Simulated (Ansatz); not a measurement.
Kohn–Sham single points on `C#[C][Ti]([OH])([OH])[C]#C`.

```yaml
crystal:
  periodic: [false, false, false]
  atoms:
    - {symbol: C, position_ang: [1.152190, -2.472792, 0.893502]}
    - {symbol: C, position_ang: [0.785305, -1.326261, 0.726983]}
    - {symbol: Ti, position_ang: [0.151019, 0.581428, 0.414544]}
    - {symbol: O, position_ang: [-0.835544, 1.131331, 1.781560]}
    - {symbol: O, position_ang: [1.540236, 1.661058, 0.193050]}
    - {symbol: C, position_ang: [-0.969990, 0.520894, -1.282202]}
    - {symbol: C, position_ang: [-1.635120, 0.460758, -2.297512]}
    - {symbol: H, position_ang: [1.472682, -3.480385, 1.036940]}
    - {symbol: H, position_ang: [-1.641655, 0.795391, 2.178831]}
    - {symbol: H, position_ang: [2.264620, 1.667010, -0.436053]}
    - {symbol: H, position_ang: [-2.218541, 0.404668, -3.189144]}
basis:
  gaussian: {orbitals: def2-TZVPP}
hamiltonian: {xc: {name: wB97X-V}}
output: {orbitals: {seedname: orbitals}}
```

```sh
$ ansatz run in.yaml --threads 4 --pin off --events-out ev --progress --plain --max-ram 11315MiB
```

It prints (some lines left out):

```
Functional definition: wB97X-V
1738 factors; their error is unknown
371 factors; integrals over basis functions are off by at most 8.1e-6 eV
mean field evaluation 1: about -31403.7760 eV, gradient 9.0e1 eV
mean field evaluation 2: about -31332.6769 eV, gradient 2.6e2 eV
mean field evaluation 4: about -31418.4205 eV, gradient 1.3e1 eV
mean field evaluation 8: about -31418.8080 eV, gradient 1.1e-1 eV
mean field evaluation 16: about -31418.9011 eV, gradient 9.8e-4 eV
mean field -31418.90105911 eV, -1154.6233174262 hartree, gradient 4.3e-5 eV, S^2 0.000000; 0 other end points of the search recorded, 0 dependent functions left out
reference -31418.90105650 eV, -1154.6233173302 hartree; 33, 33 occupied and 273, 273 virtual orbitals, 1738 factors
Total energy: -31418.90105650 eV, -1154.6233173302 hartree
```

Hardware: 4 threads of an Intel Xeon 6975P-C on a shared host. Wall time 7 s, peak host memory 1.2 GiB.

The same input with `hamiltonian: {xc: lda}` (abridged; 1.3 s):

```
Functional definition: SPW92
mean field -31302.15358608 eV, -1150.3329269267 hartree, gradient 1.4e-5 eV, S^2 0.000000
Total energy: -31302.15363722 eV, -1150.3329288060 hartree
```

The same input with `hamiltonian: {xc: r2scan, dispersion: d4}` and forces (abridged; 3.9 s):

```
Functional definition: r2SCAN
mean field evaluation 16: about -31420.2723 eV, gradient 1.5e-3 eV
mean field -31420.27228279 eV, -1154.6737089672 hartree, gradient 5.3e-5 eV, S^2 0.000000
Total energy: -31420.34264922 eV, -1154.6762948857 hartree
Atom 0 force     0.152435    -0.466919     0.072327 eV/Å
Atom 1 force    -0.098298     0.329126    -0.037368 eV/Å
Atom 2 force    -0.073682    -0.292288    -0.205781 eV/Å
Atom 3 force    -0.120879     0.183074     0.274514 eV/Å
Atom 4 force     0.231846     0.261701     0.038054 eV/Å
Atom 5 force     0.187243     0.028725     0.289229 eV/Å
Atom 6 force    -0.272623    -0.019457    -0.414266 eV/Å
Atom 7 force    -0.014122     0.037179    -0.008733 eV/Å
Atom 8 force    -0.044997    -0.038201     0.004120 eV/Å
Atom 9 force     0.030194    -0.021180    -0.045760 eV/Å
Atom 10 force     0.022882    -0.001761     0.033664 eV/Å
Dipole moment:    -0.044565    -0.180187    -0.126435 e Å
```

With the line `hamiltonian: {xc: {name: r2SCANh}, dispersion: d4}` (abridged; 4.7 s):

```
Functional definition: r2SCANh
mean field evaluation 16: about -31419.2178 eV, gradient 4.8e-3 eV
mean field -31419.21780456 eV, -1154.6349576070 hartree, gradient 7.7e-5 eV, S^2 0.000000
Total energy: -31419.29344550 eV, -1154.6377373600 hartree
```

With the line `hamiltonian: {xc: {name: LC-wPBE}}` (abridged; 2.7 s):

```
Functional definition: LC-wPBE
mean field evaluation 16: about -31413.9318 eV, gradient 6.9e-4 eV
mean field -31413.93177972 eV, -1154.4406997769 hartree, gradient 4.0e-5 eV, S^2 0.000000
Total energy: -31413.93177973 eV, -1154.4406997772 hartree
```

Changing it to `hamiltonian: {xc: pbe0, dispersion: d4}` (abridged; 2.9 s):

```
Functional definition: PBE0
mean field evaluation 16: about -31409.9344 eV, gradient 5.0e-4 eV
mean field -31409.93436944 eV, -1154.2937976586 hartree, gradient 2.4e-5 eV, S^2 0.000000
Total energy: -31410.16507834 eV, -1154.3022760544 hartree
```
